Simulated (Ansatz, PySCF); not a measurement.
Reaction R1 + R2 → P1, each structure at its B3LYP-D3(BJ)/def2-TZVP stationary point, reached from a drawn start (curvature not checked).
R1: OSi (SMILES [O+]#[Si-]), charge 0, multiplicity 1.
P1, Cl2OSi (SMILES O=[Si](Cl)Cl) (charge 0, multiplicity 1):
```
atom    x (Å)    y (Å)   z (Å)
----  -------  -------  ------
Si     0.2107   0.0000  0.0000
O      1.7206   0.0000  0.0000
Cl    -0.9657   1.6384  0.0000
Cl    -0.9657  -1.6384  0.0000
```
R2: Cl2 (SMILES ClCl), charge 0, multiplicity 1.

P less R. No zero-point or thermal terms.

Correlated levels freeze the cores. CBS: X⁻³ extrapolation of the correlation energy, Hartree–Fock from the larger set.

The values were computed with Ansatz (a first-principles code); PySCF for the D3/D4 terms. Each number belongs to the level named beside it.

What is the computed reaction energy (B97M-V/def2-TZVPP)?

-94.2 kcal/mol

What reaction energy does CCSD(T)/CBS(cc-pV(T+d)Z, cc-pV(Q+d)Z) give?

-90.2 kcal/mol

Estimate the reaction energy that B3LYP-D4/def2-TZVPP returns for this input.

-86.5 kcal/mol
